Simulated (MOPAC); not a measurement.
Input for MOPAC: AM1 on GeH2O (SMILES [OH][GeH]), a point of a bond scan (R = 0.963 Å).

```
AM1 1SCF PRECISE CHARGE=0 THREADS=1
GeH2O

Ge    -0.23528061 1    -0.20095819 1     0.24734314 1
H     -1.41085702 1    -0.03172168 1    -0.85873679 1
O      1.02522544 1     0.68082931 1    -0.68889534 1
H      0.73803318 1     1.01574925 1    -1.54508087 1
```

Program output:

```
*******************************************************************************
 **                                                                           **
 **                              MOPAC v23.2.5                                **
 **                                                                           **
 *******************************************************************************
 ** MOPAC's Digital Object Identifier: https://doi.org/10.5281/zenodo.6511958 **
 **                                                                           **
 ** Please cite the open-source release paper for use of this MOPAC version:  **
 ** J. E. Moussa and J. J. P. Stewart (2026)                                  **
 ** MOPAC: An open-source semiempirical molecular orbital program             **
 ** J. Open Source Softw., 11(119), 8025, https://doi.org/10.21105/joss.08025 **
 *******************************************************************************

                              AM1 CALCULATION RESULTS

 *******************************************************************************
 *  AM1        - The AM1 Hamiltonian to be used
 *
 *
 *
 *                 CHARGE ON SYSTEM = 0
 *
 *
 *
 *  PRECISE    - TIGHTER CRITERIA TO BE USED
 *  1SCF       - DO 1 SCF AND THEN STOP
 *  THREADS=1  - MULTI-THREADING NOT USED
 *  T=         - A TIME OF 172800.0 SECONDS REQUESTED
 *  DUMP=N     - RESTART FILE WRITTEN EVERY 7200.0 SECONDS REQUESTED
 *******************************************************************************
AM1 1SCF PRECISE CHARGE=0 THREADS=1
 GeH2O

   ATOM   CHEMICAL          X               Y               Z
  NUMBER   SYMBOL      (ANGSTROMS)     (ANGSTROMS)     (ANGSTROMS)

     1      Ge         -0.23528061  *  -0.20095819  *   0.24734314  *
     2       H         -1.41085702  *  -0.03172168  *  -0.85873679  *
     3       O          1.02522544  *   0.68082931  *  -0.68889534  *
     4       H          0.73803318  *   1.01574925  *  -1.54508087  *



          CARTESIAN COORDINATES

    NO.       ATOM           X           Y           Z

     1        Ge         -0.2353     -0.2010      0.2473
     2         H         -1.4109     -0.0317     -0.8587
     3         O          1.0252      0.6808     -0.6889
     4         H          0.7380      1.0157     -1.5451

  H: (AM1): M.J.S. DEWAR ET AL, J. AM. CHEM. SOC. 107 3902-3909 (1985)
  O: (AM1): M.J.S. DEWAR ET AL, J. AM. CHEM. SOC. 107 3902-3909 (1985)
 Ge: (AM1): M.J.S.Dewar and C.Jie, Organometallics, 8, 1544, (1989)

           Empirical Formula: H2 O Ge  =     4 atoms



      MOLECULAR POINT GROUP   :   Cs


      RHF CALCULATION, NO. OF DOUBLY OCCUPIED LEVELS = 6


 -------------------------------------------------------------------------------
 AM1 1SCF PRECISE CHARGE=0 THREADS=1
 GeH2O



     1SCF WAS SPECIFIED, SO BFGS WAS NOT USED
     SCF FIELD WAS ACHIEVED


                              AM1 CALCULATION
                                                       MOPAC v23.2.5 Linux




          FINAL HEAT OF FORMATION =        -18.36387 KCAL/MOL =     -76.83444 KJ/MOL


          COSMO AREA              =         86.74 SQUARE ANGSTROMS
          COSMO VOLUME            =         72.82 CUBIC ANGSTROMS

          IONIZATION POTENTIAL    =          8.144862 EV
          HOMO LUMO ENERGIES (EV) =         -8.145 -1.053
          NO. OF FILLED LEVELS    =          6
          MOLECULAR WEIGHT        =         90.6052         POINT GROUP:  Cs

          MOLECULAR DIMENSIONS (Angstroms)

            Atom       Atom       Distance
            O     3    H     2     2.54383
           Ge     1    H     4     2.07619
            H     2    H     4     0.00000


          SCF CALCULATIONS        =          1





   ATOM   CHEMICAL          X               Y               Z
  NUMBER   SYMBOL      (ANGSTROMS)     (ANGSTROMS)     (ANGSTROMS)

     1      Ge         -0.23528061  *  -0.20095819  *   0.24734314  *
     2       H         -1.41085702  *  -0.03172168  *  -0.85873679  *
     3       O          1.02522544  *   0.68082931  *  -0.68889534  *
     4       H          0.73803318  *   1.01574925  *  -1.54508087  *

                             CARTESIAN COORDINATES

   1   Ge       -0.235280610    -0.200958190     0.247343140
   2    H       -1.410857020    -0.031721680    -0.858736790
   3    O        1.025225440     0.680829310    -0.688895340
   4    H        0.738033180     1.015749250    -1.545080870


           Empirical Formula: H2 O Ge  =     4 atoms



      MOLECULAR POINT GROUP   :   Cs


                  EIGENVALUES
 -35.26572 -17.18852 -13.94390 -12.46181 -12.23182  -8.14486  -1.05274   0.95873
   1.95686   5.73787


              NET ATOMIC CHARGES AND DIPOLE CONTRIBUTIONS

  ATOM NO.   TYPE          CHARGE      No. of ELECS.   s-Pop       p-Pop
    1         Ge           0.675013        3.3250     1.51492     1.81006
    2          H          -0.298765        1.2988     1.29877
    3          O          -0.576213        6.5762     1.87590     4.70031
    4          H           0.199966        0.8000     0.80003
 DIPOLE           X         Y         Z       TOTAL
 POINT-CHG.    -0.867    -1.515     2.457     3.014
 HYBRID        -1.090     1.628    -3.962     4.420
 SUM           -1.957     0.113    -1.505     2.471


          ATOMIC ORBITAL ELECTRON POPULATIONS

     Atom    s        px        py        pz
    1 Ge   1.51492   0.55163   0.31168   0.94675
    2  H   1.29877
    3  O   1.87590   1.62601   1.72950   1.34480
    4  H   0.80003

 **********************
 *                    *
 * JOB ENDED NORMALLY *
 *                    *
 **********************




 == MOPAC DONE ==
```

The run finished.

Cost: very roughly 0.03 core-seconds.
